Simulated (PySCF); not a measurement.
A structure optimised at B3LYP-D3(BJ)/def2-TZVP, used in a PySCF frequency run:

```xyz
10

C     -0.3040    -1.2621     0.0000
C      0.6221    -0.0894     0.0000
O     -0.1738     1.2565     0.0000
H      0.3197    -2.1607     0.0000
H     -0.9270    -1.3001    -0.8944
H     -0.9270    -1.3001     0.8944
H      1.2304     0.0243     0.8925
H      1.2304     0.0243    -0.8925
H     -0.7223     1.3851    -0.7968
H     -0.7223     1.3851     0.7968
```
Charge +1, spin multiplicity 1.

Task: Write its SMILES, formula and point group.

Result: CC[OH2+], C₂H₇O, Cs

Task: What are its rotational constants (standard atomic weights)?

Result: 30.314, 8.2996, 7.3706 GHz
